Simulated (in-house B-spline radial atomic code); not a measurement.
# RPA and G0W0 on TPSS: the phosphorus ion P³⁺

Configuration [Ne] 3s2, mean-field start TPSS. Computed with an all-electron radial atomic-structure program (B-spline basis): all electrons, scalar-relativistic (spin-free one-electron X2C), finite nucleus, each spin shell either full or empty, empty states to l = 9 with an (l + 1/2)⁻⁴ tail; G0W0 by contour deformation at full frequency.

Command:
```bash
python run_gw.py task.json out
```
Settings (radii: box in bohr, nucleus in fm):
```
Z                        15
electrons                12
configuration            [Ne] 3s2
hamiltonian              x2c
method                   tpss,tpss
lmax                     9
rms_radius               3.1889
spin_polarised           False
box_radius               14.14
intervals                70
ion_configuration        [Ne] 3s1
```

Cost of the run: 3.2 s on 1 thread of Intel(R) Xeon(R) Platinum 8259CL CPU @ 2.50GHz, on a shared host.

Energies (hartree):

| term | value |
| --- | --- |
| mean-field total | -339.88988 |
| Hartree-Fock functional on these orbitals | -339.37693 |
| direct second order | -0.85353 |
| second-order exchange | 0.31246 |
| SOSEX correction | 0.27519 |

Task: What is the RPA correlation energy, and what remains with SOSEX?

Result: RPA gives -0.7398 hartree (-1.68 eV per electron); RPA + SOSEX gives -0.46461, and the second-order doubles -0.54106 hartree (no singles). RPA lacks exchange-type terms and so overcorrelates at short range.

Quasi-particle levels (eV):

| level | occupied | mean field | Σx - vxc | Σc | QP weight | G0W0 |
| --- | --- | --- | --- | --- | --- | --- |
| 3s | yes | -45.68 | -4.31 | ? | ? | ? |
| 3p | no | -35.25 | 6.38 | -1.80 | 0.930 | -30.67 |

G0W0 = mean field + (Σx - vxc) + Σc, with Σc (partial-wave tail included) taken at the quasi-particle energy. Levels of low weight are left out.

Task: Where does G0W0 put 3s?

Result: At -51.87 eV, with Σc = -1.88 eV and a quasi-particle weight of 0.944. The tabulated removal energy is 51.444 eV (NIST, measured); the calculation leaves out spin-orbit coupling, Breit and QED terms, and what these don't explain is the method's own error.

Task: What does it cost to remove one electron (to [Ne] 3s1) by differences of total energies, each species on its own start (correlation terms add to the Hartree-Fock functional)?

Result: TPSS 51.15 eV, Hartree-Fock functional 49.79 eV, + RPA 51.95 eV, + RPA + SOSEX 51.39 eV, + second order 52.13 eV. Tabulated: 51.444 eV (NIST, measured); the calculation leaves out spin-orbit coupling, Breit and QED terms, and what these don't explain is the method's own error.
